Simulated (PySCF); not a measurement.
Input for PySCF: R-HF/3-21G on C2H6 (SMILES CC).

```python
from pyscf import gto, scf, dft, mp
from pyscf.data.elements import chemcore

mol = gto.M(
    atom='''
    C     0.34811849    0.65255254    3.96789369
    C    -0.34588348   -0.70330288    3.88657443
    H     1.32028320    0.57196049    4.45873844
    H    -0.24828466    1.37066391    4.53459969
    H     0.51159236    1.06661089    2.97174995
    H     0.24897230   -1.41781686    3.31456699
    H    -1.31758110   -0.62119549    3.39585058
    H    -0.51064072   -1.12779815    4.87915621
    ''',
    basis='3-21g',
    charge=0, spin=0, verbose=3, max_memory=1800)
mf = scf.RHF(mol)
mf.conv_tol = 1e-8
mf.max_cycle = 100
mf.kernel()
if not mf.converged:
    mf = mf.newton().run(mf.mo_coeff, mf.mo_occ)
```

Program output:

```
converged SCF energy = -78.7935801967332
```

Self-consistency was reached.

Cost: around 0.12 core-seconds (rough).
